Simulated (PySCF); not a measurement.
## Correlation energy of Er³⁸⁺ (erbium, charge +38)

Starting occupation: [Ar] 3d10 4s2. Calculation: PySCF 2.14, in an uncontracted even-tempered set (19 s from 1.8 bohr⁻², ratio 2.6; 15 p from 2.4 bohr⁻², ratio 2.6; 10 d from 2.4 bohr⁻², ratio 2.6; 6 f from 2.4 bohr⁻², ratio 2.8); X2C-1e with screened-nucleus spin-orbit coupling, Gaussian nucleus. Frozen: [Ar]; 12 electrons correlated; the 94 highest virtual spinors left out.

MP2 pair energies summed by pair of shells (mhartree):

| pair | energy | share (%) |
| --- | --- | --- |
| 3d3/2-3d5/2 | -188.51 | 35.6 |
| 3d5/2-3d5/2 | -132.93 | 25.1 |
| 4s1/2-4s1/2 | -61.87 | 11.7 |
| 3d3/2-3d3/2 | -57.27 | 10.8 |
| 3d5/2-4s1/2 | -54.07 | 10.2 |
| 3d3/2-4s1/2 | -35.07 | 6.6 |

Total MP2 correlation energy: -529.71 mhartree.

The virtual space was cut to 68 spinors, which keep -508.64 of the -529.71 mhartree of MP2 correlation.

| level | correlation energy (mhartree) |
| --- | --- |
| CCSD | -508.92 |
| (T) | -0.79 |
| CCSD(T) | -509.71 |

Diagnostics: T1 = 0.00019, largest double amplitude 0.065.

Cost of the coupled-cluster step: 130 s of wall time on 1 thread of Neoverse-V1 (shared host), for 12 occupied and 68 virtual spinors.

The coupled-cluster values are those of the cut space; adding the MP2 remainder, -21.07 mhartree, estimates the full space.

At this charge the one-electron X2C treatment keeps the bare 1/r₁₂, with no two-electron picture change or Breit term. The effect here is smaller than on the frozen 1s shell.
